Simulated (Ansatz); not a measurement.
C₄H₄ClF, SMILES C(/F)=C/C(=C)Cl.

Coordinates come from a PBE0-D3(BJ)/def2-SVP optimisation. The structure was generated by enumeration; whether it is a known compound was not checked. Other conformers were not sampled.

Two levels are set side by side: PBE/def2-SVPD (Ansatz, a program for electronic structure) and PBE0/def2-SVPD (Ansatz). Energy differences of separate SCF runs at the same geometry; the states with an electron removed or added have multiplicity 2 and 2. Differences are taken from unrounded values.

| quantity | PBE0 |
|---|---|
| vertical ionisation energy (eV) | 8.93 |
| vertical singlet–triplet gap (eV) | 3.05 |

**Question.** What does PBE give, and how far is it from PBE0? (The exact figures need the calculation; the answer reports its results.)

**Answer.** 
```json
[
 {"quantity": "vertical ionisation energy (eV)", "PBE": "8.79", "PBE minus PBE0": "-0.14"},
 {"quantity": "vertical singlet–triplet gap (eV)", "PBE": "3.04", "PBE minus PBE0": "-0.01"}
]
```

On these quantities the two levels nearly agree.
